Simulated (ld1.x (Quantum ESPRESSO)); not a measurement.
**Varying the ultrasoft potential for calcium**

Base potential:

- Element: calcium
- Generator: ld1.x (Quantum ESPRESSO) 7.5
- Type: ultrasoft
- Functional: LDA (PZ)
- Relativity: scalar-relativistic
- Frozen core: [Ne]
- Valence charge: 10
- Reference configuration: 3s2 3p6 3d0 4s1.75 4p0.25
- Partial waves: 3s (bound): rcut 1.70, rcutus 1.95 bohr; 4s (bound): rcut 1.70, rcutus 1.95 bohr; 3p (bound): rcut 1.75, rcutus 1.90 bohr; 4p (bound): rcut 1.75, rcutus 1.90 bohr; 3d (bound, empty): rcut 1.60, rcutus 2.05 bohr; 3d channel at 0.45 Ry: rcut 1.60, rcutus 2.05 bohr
- Local potential: all-electron potential smoothed inside 1.70 bohr (lloc = -1)
- Core correction: Bessel-smoothed model core inside 1.40 bohr
- Augmentation charge: PSQ, inside the norm-conserving radii

Cutoffs, loose and tight: the cutoffs (Ry, on a coarse ladder) from which the occupation-weighted sum of valence levels, in a spherical-Bessel basis at the reference potential, stays within 10 and 1 mRy of its value at 400 Ry. They do not see the model core or the augmentation charge, which bear on the density cutoff. Test errors are all-electron minus pseudo excitation energies from the reference, over the configurations 3s2 3p6 3d0 4s2 4p0; 3s2 3p6 3d0 4s1 4p0; 3s2 3p6 3d0 4s0 4p0; 3s1 3p6 3d0 4s2 4p0; 3s2 3p6 3d0 4s0 4p2; 3s2 3p6 3d0 4s1.5 4p0; 3s2 3p6 3d1 4s0 4p0 (two spin-polarised tests are not counted in the largest error). A dash means not determined; rows that change the core or the reference have their own tests.

Cutoffs are not given where the Bessel-basis levels miss the radial ones by over 6 mRy, ghosts where they miss by over 20 mRy; a channel whose overlap is not positive is not tested.

A file whose overlap is not positive is unfit for use, and its test errors describe a broken file.

```tsv
change	outcome	cutoff, loose	cutoff, tight	bound ghosts	largest test error (meV)
base	generated, overlap not positive	–	–	not determined (overlap not positive)	-120
type PAW; local potential all-electron potential smoothed inside 2.05 bohr (lloc = -2)	generated	21 Ry	35 Ry	none	-2.4
waves 3p (bound): rcut 1.60, rcutus 1.70 bohr; 4p (bound): rcut 1.60, rcutus 1.70 bohr	generated	30 Ry	45 Ry	none	-92
waves 3d (bound): rcut 1.60, rcutus 2.48 bohr; 3d channel at 0.45 Ry: rcut 1.60, rcutus 2.48 bohr	generated, overlap not positive	–	–	not determined (overlap not positive)	-120
core correction Bessel-smoothed model core inside 2.30 bohr	generated, overlap not positive	–	–	not determined (overlap not positive)	-119
waves 3s (bound): rcut 1.48, rcutus 1.56 bohr; 4s (bound): rcut 1.48, rcutus 1.56 bohr	generated, overlap not positive	–	–	not determined (overlap not positive)	-24
wave 3d channel at 0.45 Ry: rcut 1.60, rcutus 2.05 bohr becomes 3d channel at 7.03 Ry: rcut 1.60, rcutus 2.05 bohr	generated, overlap not positive	–	–	not determined (overlap not positive)	-120
```

What comes out with this change to the base: local potential all-electron potential smoothed inside 1.80 bohr (lloc = -2)?

outcome: generated; cutoff, loose: 21 Ry; cutoff, tight: 35 Ry; bound ghosts: none; largest test error (meV): -89.

What comes out with this change to the base: all radii but the core radius scaled by about 1.16 (s 2.26, p 2.20, d 2.38 bohr, rcut 1.98/2.04/1.86); local potential all-electron potential smoothed inside 1.98 bohr (lloc = -1)?

outcome: generated, overlap not positive; bound ghosts: not determined (overlap not positive); largest test error (meV): -390. A file whose overlap is not positive is unfit for use, and its test errors describe a broken file.
